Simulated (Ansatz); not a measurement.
`O[Si](O)(O)[O][Al]([F])[Cl]` + HCl → `[F][Al]([Cl])[Cl]` + orthosilicic acid  (ligand exchange at the Al–O bond)

Isolated molecules relaxed with PBE0-D4/def2-TZVP in Ansatz; ΔE leaves out vibrations. CCSD(T)/CBS is the MP2 limit (def2-TZVPP, def2-QZVPP) plus CCSD(T) − MP2 in def2-TZVPP, frozen cores. This one scheme is used for every species. Functionals use def2-TZVPP. HSE06 is defined as in plane-wave codes. Each species was taken in one conformer, which may not be the lowest.

`O[Si](O)(O)[O][Al]([F])[Cl]`:

```xyz
11

O     0.906    1.790    0.346
Si    0.784    0.192    0.061
O     1.875   -0.520    1.047
O     1.035   -0.072   -1.528
O    -0.687   -0.416    0.349
Al   -2.284   -0.652   -0.064
F    -3.005   -2.057    0.362
Cl   -3.414    0.780   -1.039
H     1.208    2.048    1.218
H     1.802   -1.466    1.179
H     1.780    0.374   -1.932
```

HCl:

Cartesian coordinates in Å:
```
Cl -0.218 0.020 0.601
H 0.218 -0.020 -0.601
```

`[F][Al]([Cl])[Cl]`:

```xyz
4

F     0.693    1.024   -1.210
Al    0.039    0.057   -0.068
Cl   -0.415    0.847    1.785
Cl   -0.317   -1.928   -0.508
```

`O[Si](O)(O)O`:

```xyz
9

O    -1.264    0.619   -0.824
Si    0.000    0.000    0.000
O     0.884   -0.844   -1.080
O    -0.373   -1.039    1.200
O     0.754    1.264    0.704
H    -1.639    0.067   -1.512
H     1.491   -1.493   -0.723
H    -0.639   -0.652    2.036
H     0.787    2.078    0.200
```

Question: Is it downhill or uphill in electronic energy at CCSD(T)/CBS, and by how much? (An estimate is asked.)

Answer: Ansatz gave: Nearly level: ΔE = +1.5 kJ/mol.

Question: What do these levels give: B97M-V, HSE06, HF/def2-TZVPP, HF/CBS(def2), MP2/CBS(def2), CCSD/CBS(def2)? (Best estimate.)

Answer: The calculation gave: B97M-V -1.9, HSE06 -8.2, HF/def2-TZVPP 2.6, HF/CBS(def2) 4.8, MP2/CBS(def2) -1.3, CCSD/CBS(def2) 2.3 kJ/mol.

Largest T1 diagnostic among the species: 0.011.

Leaving LDA and LC-ωPBE aside and taking each functional with its dispersion term where it has one, the values, not all of them listed here, spread over 12.2 kJ/mol, from PBE-D4 to CAM-B3LYP-D4. LDA lies +4.3 kJ/mol from PBE without D4. The D4 term adds +5.3 kJ/mol with B3LYP and +3.6 kJ/mol with PBE0; it sums over pairs of atoms, weighted by their polarisabilities, and B3LYP, whose exchange is more repulsive, gets the larger term. At CCSD(T), def2-SVP lies +4.8 kJ/mol from the extrapolated value and def2-TZVPP +3.5 kJ/mol.

B3LYP here is the variant with VWN-RPA as its local correlation; programs differ in this.
